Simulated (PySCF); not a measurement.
A GIAO shielding run with PySCF 2.14.0 with density-fitted response routines (density fitting, non-relativistic, gas phase) on `FB(F)[SiH2]N1CCCC1`, C4H10BF2NSi:

```
$ OMP_NUM_THREADS=1 python probes_run.py task.json out

{"job": {"kind": "nmr", "xc": "PBE0", "basis": "pcSseg-1"}, "charge": 0, "multiplicity": 1}
F      2.744435     2.286401     1.228879
B      3.189959     1.211570     0.601100
F      4.501804     1.118392     0.476549
Si     1.999544    -0.252605    -0.153009
N      0.333092     0.070415     0.167879
C     -0.214198     1.242798     0.844880
C     -1.670115     0.868037     1.103325
C     -2.005312    -0.018672    -0.090322
C     -0.726546    -0.832469    -0.265786
H      2.451914    -1.560546     0.434826
H      2.284594    -0.373207    -1.625185
H     -0.156806     2.149943     0.210905
H      0.325247     1.474290     1.777257
H     -1.748845     0.287669     2.037495
H     -2.324024     1.747125     1.198130
H     -2.180299     0.603406    -0.983613
H     -2.894831    -0.647329     0.060201
H     -0.760063    -1.750749     0.355281
H     -0.584709    -1.160584    -1.311446
```

Hardware: 1 thread of an Arm Neoverse N1, shared host. The job also computes population analyses, field gradients, ring-centre shieldings.

Question: How large is the calculation?

Answer: 78 electrons, 210 basis functions and 1103 auxiliary functions.

Question: How long does it take, and how much memory does it need?

Answer: 72 s of wall time, with 13 SCF cycles and 5 response iterations; peak memory 0.97 GiB. Times on a shared host scatter by some tens of per cent.
